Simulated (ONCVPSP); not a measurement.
## Building the ONCV potential for Cr (Z = 24) (PBE, scalar-relativistic).

```
Element                 : chromium
Generator               : ONCVPSP 4.0.1
Type                    : optimised norm-conserving Vanderbilt (ONCV)
Functional              : PBE
Relativity              : scalar-relativistic
Frozen core             : [Ne]
Valence charge          : 14
Reference configuration : 3s2 3p6 3d5 4s0.5 (charge +0.5)
Partial waves           : 3s+4s: rc 1.45 bohr, ncon 4, nbas 8, qcut 7.1 1/bohr, 2 projectors; 3p: rc 1.40 bohr, ncon 4, nbas 8, qcut 9.7 1/bohr, 1 projector; 3d: rc 1.35 bohr, ncon 3, nbas 8, qcut 9.9 1/bohr, 3 projectors, debl 2.6 Ha
Local potential         : polynomial inside 1.20 bohr (lpopt 5, dvloc0 0 Ha)
Core correction         : none
```

* Cutoffs needed: 41 Ha and 46 Ha (the cutoffs (Ha) at which the residual kinetic energy of the hardest occupied pseudo-wave falls to 1 and 0.1 mHa per electron)
* Ghost test: no bound ghost flagged; no localised positive-energy state flagged
* Largest excitation error: +60 meV (all-electron minus pseudo) for 3s2 3p6 3d3 4s0, out of 4 test configurations
